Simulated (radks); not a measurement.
Br, configuration [Ar] 3d10 4s2 4p5 (the NIST ground configuration). All-electron calculation, Dirac Kohn-Sham, PBE, spin-unpolarised, spherical densities, finite nucleus; open shells are shared between the two j in proportion to 2j + 1; Fermi nuclear charge, rms radius 4.1629 fm. Program: a radial shooting solver on a logarithmic mesh with Libxc functionals.

Spin-orbit splittings of the eigenvalues, e(l+1/2) - e(l-1/2), with zeta = 2 splitting/(2l+1) and mean radii in bohr:

\begin{tabular}{lrrrrr}
shell & occ. & splitting (eV) & zeta (eV) & <r> j=l-1/2 & <r> j=l+1/2 \\ \hline
2p & 6 & 47.50 & 31.67 & 0.1627 & 0.1666 \\
3p & 6 & 6.834 & 4.556 & 0.5570 & 0.5675 \\
3d & 10 & 1.085 & 0.4340 & 0.5880 & 0.5921 \\
4p & 5 & 0.4958 & 0.3305 & 2.073 & 2.122 \\
\end{tabular}
